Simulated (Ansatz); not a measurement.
## Relative stability

The two ends of one reaction step of GaH2Cl, closed shell (PBE0-D4/def2-TZVP).

A:

| atom | x (Å) | y (Å) | z (Å) |
| --- | --- | --- | --- |
| Ga1 | -1.4109 | 0.8208 | -0.2087 |
| Cl2 | 1.1596 | -0.6310 | -0.0002 |
| H3 | 1.6014 | -0.5663 | -1.2016 |
| H4 | -1.3501 | 0.3765 | 1.4106 |

B:

Ga1  (-0.158, 0.106, -0.079)
Cl2  (1.487, -1.000, 0.750)
H3  (-0.039, 0.427, -1.597)
H4  (-1.289, 0.466, 0.926)
(Å)

Computed with Ansatz 0.2.0 (basis: def2-TZVPP); correlated methods freeze the cores. Filled d shells of the heavier atoms are correlated. The def2 sets are not built for correlating such inner shells, so the correlated values are less sure here. B3LYP uses VWN-RPA correlation.

Question: Which structure is lower at CCSD(T), and by how much? (To be estimated.)

Answer: By the calculation: B, by 45.65 kcal/mol (electronic energy, against the other). By their contacts, A is a complex of GaH + HCl and B is GaH₂Cl ([Cl][GaH2]).

All methods give the same order:

```
      method  E(B) − E(A) (kcal/mol)
       SPW92                  -45.43
      PBE-D4                  -41.36
     BLYP-D4                  -37.20
   r2SCAN-D4                  -47.70
      B97M-V                  -45.93
     PBE0-D4                  -44.68
    B3LYP-D4                  -40.38
  r2SCAN0-D4                  -48.43
    BHLYP-D4                  -44.07
CAM-B3LYP-D4                  -43.71
     wB97X-V                  -46.87
     wB97M-V                  -43.05
      B2PLYP                  -44.05
    PBE-QIDH                  -49.32
  RPA on PBE                  -42.47
          HF                  -46.84
         MP2                  -49.36
        CCSD                  -45.50
     CCSD(T)                  -45.65
```

T1 diagnostic: at most 0.013.

Labels in which every atom is bracketed show which atoms are joined, not bond orders.

For scale, one of the runs: CCSD(T)/def2-TZVPP, 118 basis functions, launched by `ansatz run in.yaml --threads 2 --pin off --events-out ev --progress --plain --max-ram 4352MiB`. Hardware: 2 CPU threads of an Arm Neoverse V1, shared host. Wall time about 7 s.
